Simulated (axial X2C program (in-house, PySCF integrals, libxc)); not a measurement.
NPmN⁻: the levels of the configuration f(δφ)1 s1 f(π)0

Calculated with an in-house all-electron X2C program for linear molecules (integrals from PySCF): two-component X2C with atomic mean-field Coulomb and Gaunt terms, basis N dyall-v2z, Pm dyall-v2z (cores contracted in-house). Orbitals come from Hartree–Fock averaged over the configuration Pm f(δφ)1 s1 f(π)0; CI then distributes these electrons over the f(δφ), s, f(π) shells of Pm.

N–Pm–N held linear, both bonds 1.655 Å (near the minimum of the configuration average).

Active spinors (ω > 0):

| shell | ω | ε (eV) | character |
| --- | --- | --- | --- |
| f(δφ) | 5/2 | 7.06 | 100% Pm f |
| f(δφ) | 3/2 | 7.31 | 99% Pm f |
| f(δφ) | 7/2 | 7.55 | 100% Pm f |
| f(δφ) | 5/2 | 7.83 | 100% Pm f |
| s | 1/2 | 2.50 | 81% Pm s, 12% Pm d |
| f(π) | 1/2 | 10.22 | 53% Pm f, 33% Pm p, 12% N p |
| f(π) | 3/2 | 10.67 | 68% Pm f, 19% Pm p, 12% N p |

Lowest levels of this model:

```
Ω  energy (cm⁻¹)     g∥   configuration
2              0   2.13  100% f(δφ)1 s1
3             87   6.14  100% f(δφ)1 s1
4           4065  10.00  100% f(δφ)1 s1
3           4170   6.00  100% f(δφ)1 s1
1           6879   0.03  100% f(δφ)1 s1
2           6960   4.03  100% f(δφ)1 s1
3          10294   7.86  100% f(δφ)1 s1
2          10373   3.86  100% f(δφ)1 s1
```

g∥ is the magnitude of 2⟨Lz + ge Sz⟩ for the +Ω component.

**Question.** From Ω and g∥ of the lowest level, whose 2⟨Lz + ge Sz⟩ is positive, find ⟨Sz⟩ and ⟨Lz⟩ (ge = 2.0023).

**Answer.** Ω = ⟨Lz⟩ + ⟨Sz⟩ = 2 and ⟨Lz⟩ + ge⟨Sz⟩ = 1.065, so ⟨Sz⟩ = -0.93 and ⟨Lz⟩ = 2.93.

Occupations of the active spinors in the lowest level by ω, shell by shell in order of energy: -7/2: 0.00; -5/2: 0.00 0.00; -3/2: 0.00 0.00; -1/2: 1.00 0.00; 1/2: 0.00 0.00; 3/2: 0.00 0.00; 5/2: 0.97 0.03; 7/2: 0.00. The leading determinant has weight 0.97 among 10.

This point took 2.6 s on 1 thread of Arm Neoverse N1, with other jobs on the host.

There is no dynamic correlation: spin–orbit spacings and, for f shells, spacings inside one term are the most reliable numbers, splittings between terms come out too wide, and energies between configurations are not reliable, so the lowest level need not be the ground state of the molecule. At most 6 roots were kept for each Ω > 0 (twice that for Ω = 0) within 3.5 eV of the lowest, so higher up levels can be missing between those listed; levels with Ω > 0 are doubly degenerate and listed once, Ω = 0 levels singly. Some active spinors are only partly of the character that their shell is named for, so the shell names and counts are nominal. States that fill the shells left empty in the average are placed too high. For an anion, levels above electron detachment are held by the basis set. Along the bond the averaged SCF switches between close solutions, so this one may not be the lowest. The molecule was held linear; bending was not examined.
